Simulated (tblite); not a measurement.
Compound: C₂H₉OSSi₂ (doublet state).
Numbering: `[CH3:1][S:2][Si:3]([CH3:4])[SiH2:5][OH:6]` (hydrogens: H7, H8, H9 on C1; H10, H11, H12 on C4; H13, H14 on Si5; H15 on O6)

Computed with GFN2-xTB (tblite), gas phase: L-BFGS steps from a force-field or distance-geometry start until the largest atomic force falls under 0.01 eV/Å.

Step 36: E = -534.6533 eV
```
atom  x, y, z in Å  |  force x, y, z in eV/Å
C1      2.6245   -0.7360    0.4102   -0.046   0.028  -0.004
S2      1.8583    0.5127   -0.6758    0.110  -0.055   0.063
Si3    -0.1520    0.6299    0.1689   -0.033   0.027  -0.024
C4     -0.7361    2.2846   -0.5959    0.002  -0.043  -0.020
Si5    -1.5663   -1.1571   -0.2498    0.036   0.081   0.026
O6     -1.6900   -2.0329    1.1211    0.005   0.006   0.034
H7      3.6826   -0.7677    0.1643   -0.078  -0.030  -0.034
H8      2.4994   -0.4396    1.4470   -0.007   0.011  -0.002
H9      2.1627   -1.7041    0.2372    0.035   0.012  -0.014
H10    -0.2037    2.4780   -1.5240   -0.017  -0.002   0.013
H11    -1.7992    2.2435   -0.8153   -0.005   0.048   0.028
H12    -0.5587    3.1303    0.0642   -0.023  -0.044  -0.034
H13    -2.8790   -0.5501   -0.5311    0.017  -0.039  -0.044
H14    -1.2890   -2.2389   -1.1920   -0.011   0.050   0.021
H15    -1.9577   -1.6446    1.9489    0.016  -0.051  -0.008
```

Step 37: E = -534.6548 eV
```
atom  x, y, z in Å  |  force x, y, z in eV/Å
C1      2.6197   -0.7352    0.4093   -0.027  -0.005   0.026
S2      1.8602    0.5242   -0.6623    0.050  -0.004   0.036
Si3    -0.1582    0.6377    0.1735    0.009  -0.034  -0.023
C4     -0.7355    2.2886   -0.5986   -0.005  -0.033  -0.020
Si5    -1.5629   -1.1588   -0.2490    0.066   0.065   0.060
O6     -1.6780   -2.0347    1.1240    0.002   0.009   0.000
H7      3.6761   -0.7759    0.1589   -0.064  -0.027  -0.041
H8      2.5037   -0.4459    1.4488   -0.014   0.014   0.011
H9      2.1487   -1.6976    0.2318    0.028  -0.009  -0.010
H10    -0.2032    2.4707   -1.5282   -0.013   0.012  -0.009
H11    -1.7990    2.2524   -0.8153   -0.014   0.053   0.025
H12    -0.5503    3.1371    0.0553   -0.026  -0.036  -0.031
H13    -2.8787   -0.5593   -0.5266    0.003  -0.035  -0.049
H14    -1.2809   -2.2400   -1.1930   -0.016   0.071   0.041
H15    -1.9658   -1.6552    1.9492    0.022  -0.041  -0.016
```

Step 38: E = -534.6562 eV
```
atom  x, y, z in Å  |  force x, y, z in eV/Å
C1      2.6136   -0.7341    0.4087   -0.005  -0.038   0.049
S2      1.8624    0.5371   -0.6481   -0.012   0.045   0.008
Si3    -0.1638    0.6444    0.1781    0.055  -0.068  -0.019
C4     -0.7346    2.2915   -0.6016   -0.016  -0.013  -0.019
Si5    -1.5577   -1.1598   -0.2468    0.066   0.039   0.071
O6     -1.6672   -2.0379    1.1264    0.002   0.015  -0.018
H7      3.6677   -0.7839    0.1521   -0.037  -0.022  -0.040
H8      2.5070   -0.4514    1.4508   -0.017   0.010   0.023
H9      2.1346   -1.6909    0.2258    0.011  -0.028  -0.001
H10    -0.2021    2.4631   -1.5325   -0.012   0.019  -0.029
H11    -1.7985    2.2627   -0.8150   -0.024   0.046   0.016
H12    -0.5419    3.1430    0.0457   -0.020  -0.025  -0.020
H13    -2.8772   -0.5686   -0.5219   -0.003  -0.029  -0.051
H14    -1.2732   -2.2406   -1.1922   -0.015   0.085   0.052
H15    -1.9735   -1.6665    1.9485    0.027  -0.036  -0.020
```

Step 39: E = -534.6578 eV
```
atom  x, y, z in Å  |  force x, y, z in eV/Å
C1      2.6062   -0.7336    0.4088    0.015  -0.062   0.057
S2      1.8647    0.5537   -0.6298   -0.060   0.082  -0.018
Si3    -0.1699    0.6516    0.1832    0.096  -0.071  -0.008
C4     -0.7336    2.2949   -0.6058   -0.025   0.008  -0.020
Si5    -1.5500   -1.1600   -0.2429    0.037   0.008   0.068
O6     -1.6533   -2.0414    1.1291    0.002   0.018  -0.026
H7      3.6567   -0.7947    0.1428   -0.006  -0.013  -0.034
H8      2.5113   -0.4586    1.4539   -0.018  -0.001   0.030
H9      2.1175   -1.6835    0.2187   -0.013  -0.044   0.012
H10    -0.2014    2.4543   -1.5386   -0.018   0.024  -0.045
H11    -1.7985    2.2765   -0.8143   -0.031   0.029   0.004
H12    -0.5319    3.1500    0.0331   -0.007  -0.014  -0.003
H13    -2.8757   -0.5813   -0.5166    0.003  -0.022  -0.050
H14    -1.2636   -2.2393   -1.1905   -0.008   0.089   0.054
H15    -1.9828   -1.6805    1.9468    0.032  -0.031  -0.020
```

**Question.** Estimate the geometry and energy of step 40. (The exact step hangs on the optimiser's Hessian estimate; all steps are aligned on step 39, rigid shifts and turns removed.)

**Answer.** E = -534.6599 eV, largest force 0.124 eV/Å
```
atom  x, y, z in Å  |  force x, y, z in eV/Å
C1      2.5977   -0.7350    0.4103    0.025  -0.066   0.042
S2      1.8669    0.5749   -0.6056   -0.077   0.090  -0.032
Si3    -0.1763    0.6603    0.1888    0.117  -0.040   0.008
C4     -0.7337    2.2998   -0.6117   -0.027   0.023  -0.018
Si5    -1.5399   -1.1587   -0.2373   -0.016  -0.018   0.047
O6     -1.6332   -2.0442    1.1328   -0.007   0.019  -0.005
H7      3.6432   -0.8100    0.1303    0.020   0.002  -0.021
H8      2.5177   -0.4692    1.4590   -0.017  -0.020   0.026
H9      2.0961   -1.6758    0.2107   -0.039  -0.050   0.032
H10    -0.2026    2.4442   -1.5476   -0.032   0.027  -0.054
H11    -1.8000    2.2949   -0.8129   -0.030   0.004  -0.010
H12    -0.5201    3.1595    0.0164    0.010  -0.007   0.014
H13    -2.8753   -0.6001   -0.5112    0.021  -0.012  -0.041
H14    -1.2509   -2.2341   -1.1882    0.007   0.080   0.047
H15    -1.9941   -1.6986    1.9442    0.045  -0.031  -0.035
```

The energy changes by -0.0020 eV. The first-order estimate −F·Δx gives -0.0028 eV and the mean of the old and new forces, exact on a quadratic surface, -0.0021 eV. The step makes an angle of 81° with the force vector and moves no atom by more than 0.032 Å.

The cost below is that of the whole relaxation. On one thread, Arm Neoverse V1 (aarch64), no GPU, shared host with 64 logical CPUs at a one-minute load of 20, this took 1.0 s of wall time.
